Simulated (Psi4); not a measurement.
CAuO (SMILES [O+]#[C-]->[Au+]), charge +1, singlet, geometry from GFN2-xTB (such geometries of metal compounds can be far from the true shape) (the multiplicity is a formal guess) (core potentials on Au). Base run: HF/def2-SVP run with Psi4.

Input for Psi4:
```
memory 2 GB

molecule mol {
1 1
Au   -0.000000   -0.000000   -0.375757
O     0.000000    0.000000    2.594773
C     0.000000    0.000000    1.487766
}

set {
  basis def2-svp
  reference rhf
}

energy('scf')
print_variables()
```

The base run was repeated with changes; each row names its change, and settings that it needs were set with it.

| change | ΔE vs base (µEh) | SCF cycles | basis functions | outcome |
|---|---|---|---|---|
| base | 0.0 | 10 | 60 | converged |
| scf_type = mem_df | 0.0 | 10 | 60 | converged |
| d_convergence = 1e-4 | 0.0 | 9 | 60 | converged |
| cholesky_tolerance = 1e-6 (with scf_type cd) | -165 | 10 | 60 | converged |
| e_convergence = 1e-4 | 0.0 | 10 | 60 | converged |
| scf_type = cd | 84.3 | 10 | 60 | converged |
| scf_initial_accelerator = ediis | 0.0 | 10 | 60 | converged |
| level_shift = 0.3 | 0.0 | 10 | 60 | converged |
| damping_percentage = 50 | - | - | 60 | not converged |
| scf_initial_accelerator = none | 0.0 | 10 | 60 | converged |
| df_basis_scf = def2-universal-jkfit | 0.0 | 10 | 60 | converged |
| df_basis_scf = cc-pvtz-jkfit | - | - | 60 | input refused |
| cholesky_tolerance = 1e-3 (with scf_type cd) | 5889 | 10 | 60 | converged |

- df_basis_scf = cc-pvtz-jkfit: ended with `psi4.driver.qcdb.exceptions.BasisSetNotFound: BasisSet::construct: Unable to find a basis set for atom 1 for key JKFIT among:`
